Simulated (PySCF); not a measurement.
C₄H₇ClSi.
Geometry (GFN2-xTB, Å), atoms numbered from 1 in this order:
```xyz
13
C4H7ClSi angstrom
C     -1.6605    0.8267    0.0542
C     -0.9415   -0.0801   -0.9181
C     -0.5383   -1.4575   -0.5311
C      0.4500   -0.6006   -0.5924
Si     2.2266   -0.1160   -0.3866
Cl     2.2802    1.5547    0.7486
H     -2.7399    0.7163   -0.0436
H     -1.3785    0.5857    1.0769
H     -1.4058    1.8682   -0.1365
H     -1.1842    0.1186   -1.9601
H     -0.8818   -2.4443   -0.3362
H      2.9618   -1.1724    0.3036
H      2.8077    0.2013   -1.6895
```

Computed at PBE0/pcSseg-1 (PySCF, non-relativistic), with Q(35Cl) = −0.0817 b: Cl6, 35Cl (I = 3/2): χzz = -41.41 MHz, η = 0.034.

Problem. Where would the pure quadrupole (NQR) lines of 35Cl at Cl6 fall for the rigid, isolated species?

Solution. From ν = (|χ|/2)√(1 + η²/3): ν = 20.71 MHz (silicon-bound chlorine). For 37Cl the ratio of quadrupole moments, 0.7881, gives 16.32 MHz.

Problem. Apply the simplest Townes–Dailey estimate (no s hybridisation, no π bonding), ionic character = 1 − χzz/χ0, where χ0 is the coupling for one missing p electron along the bond: −109.74 MHz for 35Cl.

Solution. Cl6 on Si5: 1 − (-41.41)/(-109.74) = 0.62. In this model a purely covalent bond gives χ0 and a free halide ion gives zero; s hybridisation or π bonding, where present, is counted here as ionic character.

In a crystal, neighbours and librations shift these lines. GFN2-xTB bond lengths can be off by several hundredths of an ångström, more for odd bonds, and the gradients follow them. The basis is small and wasn't made for field gradients, so the couplings can be 20 % off.

One conformer stands for the species.
